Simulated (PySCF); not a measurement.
B(AsH2)(F)(H) (AsBFH₃), SMILES FB[AsH2].

Geometry: PBE-D3(BJ)/def2-TZVP.

Computed with CAM-B3LYP/def2-TZVPD in PySCF.

Gas-phase values at a fixed geometry.

Task: Estimate the frontier levels, gap, dipole moment and polarisability. (The exact figures need the calculation; the answer reports its results.)

Result: 
- highest occupied level = -8.88 eV
- lowest empty level = -0.30 eV
- orbital gap = 8.59 eV
- dipole moment = 0.162 e·Å
- quadrupole, principal values (traceless, Buckingham form, about the centre of nuclear charge) = -4.19, 1.63, 2.56 D·Å
- mean static polarisability = 49.1 bohr³ (7.28 Å³)
- polarisability, principal values = 43.1, 46.5, 57.9 bohr³
